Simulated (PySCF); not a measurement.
Ligand exchange on a metal centre used in film growth or etching (Zr F-Br). All species are isolated molecules in the gas phase.

The charge on the central atom (Mulliken) from two functionals at the same geometries (r2SCAN-D4/def2-SVP), both in PySCF: PBE-D3(BJ)/def2-TZVP and TPSSh-D3(BJ)/def2-TZVP. 

```tsv
species	PBE-D3(BJ)/def2-TZVP (e)
1 of 4 F replaced by Br ([Zr(F)3(Br)])	1.53
2 of 4 F replaced by Br ([Zr(F)2(Br)2])	1.41
3 of 4 F replaced by Br	1.28
```

Task: What does TPSSh-D3(BJ)/def2-TZVP give for each?

Result: 
- 1 of 4 F replaced by Br ([Zr(F)3(Br)]): 1.70
- 2 of 4 F replaced by Br ([Zr(F)2(Br)2]): 1.58
- 3 of 4 F replaced by Br: 1.44
Over these rows, drawn at random from the members with no instability flagged (it was tested for open shells, ions and some series alone), PBE minus TPSSh-D3(BJ): mean -0.17 e, from -0.17 e to -0.16 e.
